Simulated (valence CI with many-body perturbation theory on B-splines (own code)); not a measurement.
Energy levels of La XLIV

Level of theory: configuration interaction combined with many-body perturbation theory (CI+MBPT): four valence electrons over a frozen Dirac-Fock core [Ne], a basis of 11 s, 11 p, 10 d, 8 f, 5 g, 2 h functions for each j, with the one-electron correlation potential Σ1, the two-electron term Σ2, the three-electron term Σ3, Breit, model QED; selected CI, second order for the rest, scaled by the run's own slope (own B-spline code, finite nucleus).

The last digits are not significant, and no measured levels were compared; by estimate large intervals hold to a few tenths of a per cent, small ones and those within an open d or f shell to about a per cent. Among the levels kept, up to 550 cm⁻¹ of a level comes from second order outside the variational space, and about a tenth of that is noise between levels of different J, which matters for small intervals.

Levels 136 to 171 of 171, with energies above the lowest level, (3s^2 3p1/2^2) J=0. "Leading %" is the weight of the configuration and term that name the level; weights of strongly mixed levels are sums over their largest components and can fall short. In the jj column 3d3/2^4 stands for four electrons in 3d with j = 3/2. Lifetimes count E1, E2, E3, M1 and M2 decay at the calculated energies, and are blank where another channel may lead or the interval is too uncertain; long ones can be off by a factor of two.

| No. | Configuration | Term | J | E (eV) | Leading % | Lifetime | g | Second component | Leading jj |
| --- | --- | --- | --- | --- | --- | --- | --- | --- | --- |
| 136 | 3p3 3d | 3F° | 3 | 706.01 | 24 | 2.10 ps | 1.112 | 16 % 3p3 3d 3D° | 3p1/2 3p3/2^2 3d3/2 (58 %) |
| 137 | 3p3 3d | 3D° | 1 | 706.19 | 26 | 1.49 ps | 0.927 | 24 % 3p3 3d 5D° | 3p1/2 3p3/2^2 3d3/2 (68 %) |
| 138 | 3s 3p 3d2 | 3P° | 0 | 708.18 | 58 | 3.56 ps |  | 22 % 3p3 3d 1S° | 3s 3p1/2 3d5/2^2 (57 %) |
| 139 | 3s 3p 3d2 | 3P° | 1 | 708.92 | 15 | 3.17 ps | 1.250 | 13 % 3s 3p 3d2 3S° | 3s 3p1/2 3d5/2^2 (61 %) |
| 140 | 3p3 3d | 1G° | 4 | 710.51 | 45 | 2.35 ps | 1.036 | 28 % 3p3 3d 3G° | 3p1/2 3p3/2^2 3d3/2 (74 %) |
| 141 | 3p3 3d | 3P° | 0 | 714.95 | 26 | 1.52 ps |  | 25 % 3p3 3d 5D° | 3p1/2 3p3/2^2 3d3/2 (61 %) |
| 142 | 3s 3p 3d2 | 3P° | 1 | 719.22 | 37 | 3.17 ps | 1.247 | 14 % 3p3 3d 1P° | 3s 3p1/2 3d5/2^2 (60 %) |
| 143 | 3p3 3d | 3F° | 2 | 719.69 | 26 | 1.53 ps | 1.019 | 11 % 3p3 3d 1D° | 3p1/2 3p3/2^2 3d3/2 (70 %) |
| 144 | 3p3 3d | 3F° | 4 | 725.69 | 42 | 2.42 ps | 1.227 | 18 % 3p3 3d 3G° | 3p1/2 3p3/2^2 3d5/2 (74 %) |
| 145 | 3p3 3d | 3P° | 2 | 726.10 | 23 | 1.45 ps | 1.089 | 23 % 3p3 3d 3F° | 3p1/2 3p3/2^2 3d3/2 (63 %) |
| 146 | 3p3 3d | 3P° | 1 | 727.40 | 26 | 1.24 ps | 1.161 | 11 % 3p3 3d 3S° | 3p1/2 3p3/2^2 3d3/2 (56 %) |
| 147 | 3p3 3d | 3D° | 3 | 728.65 | 33 | 1.43 ps | 1.083 | 15 % 3p3 3d 3F° | 3p1/2 3p3/2^2 3d3/2 (53 %) |
| 148 | 3p3 3d | 3G° | 5 | 728.85 | 74 | 3.74 ps | 1.169 | 12 % 3s 3p 3d2 3H° | 3p1/2 3p3/2^2 3d5/2 (74 %) |
| 149 | 3p3 3d | 1G° | 4 | 733.29 | 24 | 2.12 ps | 1.157 | 18 % 3p3 3d 5D° | 3p1/2 3p3/2^2 3d5/2 (68 %) |
| 150 | 3p3 3d | 3D° | 3 | 734.19 | 31 | 1.54 ps | 1.236 | 15 % 3s 3p 3d2 3F° | 3p1/2 3p3/2^2 3d5/2 (38 %) |
| 151 | 3s 3p 3d2 | 3P° | 0 | 738.20 | 28 | 2.18 ps |  | 27 % 3p3 3d 3P° | 3p1/2 3p3/2^2 3d5/2 (51 %) |
| 152 | 3p3 3d | 3D° | 1 | 739.73 | 24 | 1.27 ps | 1.103 | 23 % 3p3 3d 1P° | 3p1/2 3p3/2^2 3d3/2 (59 %) |
| 153 | 3s 3p 3d2 | 5D° | 0 | 741.62 | 79 | 1.30 ps |  | 10 % 3s 3p 3d2 3P° | 3s 3p3/2 3d3/2^2 (86 %) |
| 154 | 3s 3p 3d2 | 5D° | 2 | 742.38 | 39 | 1.25 ps | 1.226 | 31 % 3s 3p 3d2 5F° | 3s 3p3/2 3d3/2^2 (68 %) |
| 155 | 3s 3p 3d2 | 5D° | 1 | 742.51 | 50 | 1.22 ps | 1.096 | 14 % 3s 3p 3d2 5F° | 3s 3p3/2 3d3/2^2 (64 %) |
| 156 | 3s 3p 3d2 | 5F° | 3 | 743.57 | 40 | 1.35 ps | 1.248 | 22 % 3s 3p 3d2 5D° | 3s 3p3/2 3d3/2^2 (62 %) |
| 157 | 3p3 3d | 1P° | 1 | 743.57 | 20 | 1.81 ps | 1.162 | 17 % 3s 3p 3d2 3P° | 3p1/2 3p3/2^2 3d5/2 (44 %) |
| 158 | 3p3 3d | 3P° | 2 | 743.93 | 35 | 2.60 ps | 1.263 | 28 % 3p3 3d 3D° | 3p1/2 3p3/2^2 3d5/2 (83 %) |
| 159 | 3s 3p 3d2 | 5F° | 4 | 745.79 | 42 | 1.61 ps | 1.273 | 20 % 3s 3p 3d2 5G° | 3s 3p3/2 3d3/2^2 (48 %) |
| 160 | 3p3 3d | 3F° | 3 | 749.68 | 33 | 2.26 ps | 1.144 | 23 % 3p3 3d 3D° | 3p1/2 3p3/2^2 3d5/2 (82 %) |
| 161 | 3s 3p 3d2 | 5G° | 5 | 750.71 | 45 | 2.26 ps | 1.298 | 38 % 3s 3p 3d2 5F° | 3s 3p3/2 3d3/2 3d5/2 (76 %) |
| 162 | 3s 3p 3d2 | 5G° | 6 | 752.14 | 88 | 6.27 ps | 1.307 | 12 % 3s 3p 3d2 3H° | 3s 3p3/2 3d3/2 3d5/2 (53 %) |
| 163 | 3p3 3d | 1F° | 3 | 753.53 | 35 | 1.86 ps | 1.059 | 12 % 3p3 3d 3G° | 3p1/2 3p3/2^2 3d5/2 (61 %) |
| 164 | 3s 3p 3d2 | 5D° | 4 | 756.55 | 54 | 1.82 ps | 1.374 | 25 % 3s 3p 3d2 3F° | 3s 3p3/2 3d3/2 3d5/2 (73 %) |
| 165 | 3p3 3d | 1D° | 2 | 756.83 | 26 | 1.70 ps | 1.177 | 8 % 3p3 3d 3F° | 3p1/2 3p3/2^2 3d5/2 (53 %) |
| 166 | 3s 3p 3d2 | 5S° | 2 | 758.50 | 32 | 1.21 ps | 1.649 | 24 % 3s 3p 3d2 5P° | 3s 3p3/2 3d3/2^2 (53 %) |
| 167 | 3p2 3d2 | 3F | 2 | 758.95 | 37 | 9.04 ps | 0.694 | 32 % 3p2 3d2 5G | 3p1/2^2 3d3/2^2 (95 %) |
| 168 | 3p3 3d | 3D° | 1 | 759.11 | 22 | 1.33 ps | 1.199 | 20 % 3p3 3d 3S° | 3p1/2 3p3/2^2 3d5/2 (64 %) |
| 169 | 3s 3p 3d2 | 5P° | 3 | 759.16 | 47 | 2.39 ps | 1.509 | 33 % 3s 3p 3d2 5D° | 3s 3p3/2 3d3/2 3d5/2 (86 %) |
| 170 | 3p3 3d | 3D° | 2 | 759.60 | 47 | 1.35 ps | 1.131 | 10 % 3p3 3d 3P° | 3p1/2 3p3/2^2 3d5/2 (68 %) |
| 171 | 3s 3p 3d2 | 3D° | 1 | 763.56 | 43 | 1.20 ps | 0.790 | 20 % 3s 3p 3d2 5D° | 3s 3p3/2 3d3/2 3d5/2 (48 %) |

Where two levels of one J and parity lie close, their mixing, g and order are uncertain.
